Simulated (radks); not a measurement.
Values are calculated unless marked as measured or tabulated.
Question: The bromine anion Br-, [Kr], held by a Watson sphere: a shell of charge +1 at radius R that stands for the Madelung well of a crystal (potential energy -1/R inside, -1/r outside, in hartree with lengths in bohr). Level of theory: scalar-relativistic Kohn-Sham, LDA (Slater exchange, Perdew-Wang correlation), spin-polarised, spherical densities, finite nucleus; Fermi nuclear charge, rms radius of each element as measured or else 0.836 A^(1/3) + 0.57 fm (a radial shooting solver on a logarithmic mesh with Libxc functionals). Response by self-consistent Sternheimer equations with the Hartree and adiabatic LDA kernel, the relativistic mass of each level held fixed and spin-orbit coupling left out. The sphere does not respond.

R (bohr)  e(3d) (eV)  e(4s) (eV)  e(4p) (eV)  <r> 4p (bohr)  sum of <r^2> (bohr^2)  X-ray form factor at sin(theta)/lambda = 0.3 1/angstrom  alpha (bohr^3)
2.13         -65.949     -20.657      -8.586          2.111                  45.57                                                   23.803           23.75
2.49         -65.576     -20.037      -8.138          2.156                  47.12                                                   23.794           26.53
3.68         -64.403     -18.344      -6.592          2.255                  50.91                                                   23.809           36.87
4.11         -63.981     -17.850      -6.098          2.276                  51.80                                                   23.814           40.45
4.16         -63.933     -17.796      -6.044          2.278                  51.89                                                   23.814           40.85
4.86         -63.304     -17.110      -5.350          2.299                  52.90                                                   23.817           45.99
5.08         -63.123     -16.919      -5.157          2.304                  53.14                                                   23.818           47.41

Estimate the row for R = 2.29 bohr.

Answer: e(3d) (eV) -65.773; e(4s) (eV) -20.375; e(4p) (eV) -8.394; <r> 4p (bohr) 2.132; sum of <r^2> (bohr^2) 46.28; X-ray form factor at sin(theta)/lambda = 0.3 1/angstrom 23.797; alpha (bohr^3) 24.94.
